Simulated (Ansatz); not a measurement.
Molecule: C2H9OSi2, charge 0, multiplicity 2. It need not be the lowest isomer of its formula. SMILES: C[SiH](C)O[SiH2]
Coordinates optimised at B3LYP-D3(BJ)/def2-TZVP (Ansatz, an electronic-structure program):
```
Si
O 1 1.6531
Si 2 1.6361 1 146.75
H 1 1.4850 2 107.86 3 -78.34
H 3 1.4884 2 108.11 1 -167.16
H 3 1.4931 5 109.82 2 -120.10
C 1 1.8631 4 109.97 2 117.29
H 7 1.0916 1 110.94 4 -59.69
H 7 1.0922 8 108.05 1 121.78
H 7 1.0927 8 108.00 9 116.65
C 1 1.8671 4 109.53 2 -119.32
H 11 1.0920 1 111.29 4 58.41
H 11 1.0924 12 107.95 1 -122.06
H 11 1.0927 12 107.76 13 -116.36
```
Charge 0, spin multiplicity 2.

Property: atomisation energy (electronic, to ground-state atoms), in kcal/mol. Valence correlation only, unless marked. UHF or UKS for open shells. No spin-orbit coupling. Non-relativistic unless marked X2C. The coupled-cluster limit lacks core correlation, which all-electron functionals hold. CBS(X,Y): correlation extrapolated as X^-3; Hartree-Fock from the larger set.

```csv
level,program,atomisation energy (kcal/mol)
HF/cc-pV(D+d)Z,Ansatz,897.4
revPBE-D4/def2-TZVPD,Ansatz + dftd4,1193.3
```

Predict the CCSD(T)/CBS(cc-pV(T+d)Z,cc-pV(Q+d)Z) result (Ansatz).

1214.2 kcal/mol, so revPBE-D4/def2-TZVPD differs from it by -20.9 kcal/mol.
